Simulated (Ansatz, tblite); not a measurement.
Forces on 1-butyl-3-methylimidazolium bromide, `CCCCn1cc[n+](C)c1.[Br-]` at its PBE-D4/def2-SVP geometry. Total charge 0; singlet.

The xTB rows come from tblite.

GFN2-xTB (tblite), largest force 0.86 eV/Å:

```xyz
26
positions Å, forces eV/Å
C    -1.522    3.336    0.281   -0.332    0.309    0.310
C    -0.882    2.186   -0.498    0.575   -0.010   -0.349
C    -1.697    0.890   -0.433   -0.737   -0.083    0.438
C    -1.108   -0.283   -1.211    0.470   -0.328   -0.261
N     0.225   -0.675   -0.751   -0.142   -0.163    0.113
C     1.173   -1.332   -1.531    0.179   -0.044    0.424
C     2.112   -1.857   -0.685   -0.366    0.289   -0.058
N     1.738   -1.515    0.612   -0.138   -0.171   -0.010
C     2.269   -2.083    1.837    0.015   -0.002   -0.118
C     0.510   -0.917    0.564    0.165   -0.076   -0.241
H    -2.533    3.574   -0.109    0.632   -0.207    0.171
H    -0.913    4.261    0.220   -0.297   -0.621   -0.025
H    -1.637    3.080    1.355    0.116    0.083   -0.677
H    -0.749    2.479   -1.564   -0.198   -0.112    0.550
H     0.145    1.998   -0.113   -0.547    0.084   -0.073
H    -1.862    0.574    0.621    0.234    0.259   -0.555
H    -2.717    1.066   -0.839    0.551    0.003    0.118
H    -1.757   -1.180   -1.081    0.182    0.484   -0.091
H    -1.019   -0.042   -2.290   -0.087   -0.113    0.501
H     1.103   -1.355   -2.623    0.054    0.014    0.831
H     3.025   -2.422   -0.893   -0.695    0.425    0.162
H     2.400   -1.295    2.605   -0.132   -0.396   -0.426
H     3.250   -2.548    1.630   -0.561    0.177    0.118
H     1.543   -2.841    2.209    0.475    0.391   -0.140
H     0.089   -0.349    1.396    0.392   -0.322   -0.608
Br   -1.186   -2.752    1.291    0.192    0.129   -0.105
```

PBE-D4/def2-TZVP (Ansatz), largest force 0.41 eV/Å:

```
C -0.128 0.169 0.140
C 0.261 -0.021 -0.161
C -0.237 -0.016 0.163
C -0.171 -0.110 -0.189
N 0.164 -0.126 0.178
C 0.157 -0.100 -0.006
C -0.020 0.019 -0.181
N -0.211 0.078 -0.168
C 0.083 -0.136 0.285
C 0.106 0.254 0.014
H 0.264 -0.069 0.090
H -0.153 -0.259 0.008
H 0.040 0.058 -0.287
H -0.052 -0.065 0.270
H -0.264 0.057 -0.084
H 0.066 0.102 -0.267
H 0.256 -0.040 0.081
H 0.159 0.257 -0.059
H -0.011 -0.060 0.281
H 0.020 0.003 0.385
H -0.321 0.194 0.079
H -0.038 -0.211 -0.237
H -0.278 0.133 0.039
H 0.237 0.215 -0.110
H 0.127 -0.247 -0.299
Br -0.055 -0.079 0.035
```

r2SCANh-D4/def2-TZVP (Ansatz), largest force 0.73 eV/Å:

```
C -0.200 0.244 0.209
C 0.397 -0.025 -0.242
C -0.357 -0.034 0.258
C -0.249 -0.200 -0.279
N 0.340 -0.319 0.546
C 0.302 -0.194 0.291
C -0.309 0.177 -0.273
N -0.611 0.189 -0.350
C 0.081 -0.204 0.400
C 0.489 0.320 -0.368
H 0.539 -0.147 0.185
H -0.308 -0.521 0.015
H 0.077 0.111 -0.580
H -0.098 -0.143 0.544
H -0.529 0.100 -0.170
H 0.122 0.186 -0.536
H 0.531 -0.086 0.174
H 0.344 0.516 -0.105
H -0.014 -0.117 0.578
H 0.033 0.012 0.705
H -0.589 0.358 0.148
H -0.083 -0.415 -0.472
H -0.559 0.273 0.072
H 0.460 0.433 -0.230
H 0.232 -0.443 -0.536
Br -0.040 -0.070 0.016
```
